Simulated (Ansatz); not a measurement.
One change: `FB(F)N[SiH3]` becomes `FB(F)[CH2][SbH2]`.

Ansatz, PBE0-D4/def2-TZVP geometries, multiplicity 1. Each molecule was computed in one conformer, which needn't be the lowest.

Elements past krypton have def2 core potentials.

```tsv
property	`FB(F)N[SiH3]`
zero-point energy (PBE0-D4/def2-TZVP) / kJ/mol	137.0
HOMO energy (PBE0/def2-TZVPP) / eV	-8.52
LUMO energy (PBE0/def2-TZVPP) / eV	0.02
size of the dipole moment (PBE/def2-TZVPP) / D	2.05
HOMO–LUMO gap (PBE/def2-TZVPP) / eV	6.32
LUMO energy (B3LYP/def2-TZVPP) / eV	-0.25
```

**Question.** What does the change do to each property? (Estimate.)

**Answer.** Ansatz gave: 
```
                                      property  `FB(F)[CH2][SbH2]`  shift
zero-point energy (PBE0-D4/def2-TZVP) / kJ/mol               133.2   -3.8
            HOMO energy (PBE0/def2-TZVPP) / eV               -7.50   1.02
            LUMO energy (PBE0/def2-TZVPP) / eV               -0.88  -0.90
size of the dipole moment (PBE/def2-TZVPP) / D                2.16   0.11
           HOMO–LUMO gap (PBE/def2-TZVPP) / eV                4.82  -1.50
           LUMO energy (B3LYP/def2-TZVPP) / eV               -1.11  -0.86
```

With PBE0 the HOMO rises by 1.02 eV and the LUMO falls by 0.90 eV, so the gap narrows by about 1.92 eV. PBE moves the HOMO by 0.65 eV and ωB97M-V by 1.25 eV. Dipoles are sizes alone; their direction can turn.

B3LYP here is the variant with VWN-RPA as its local correlation; programs differ in this.

Spin–orbit coupling is left out; it splits and shifts lone-pair levels of the heavy atoms by tenths of an eV.
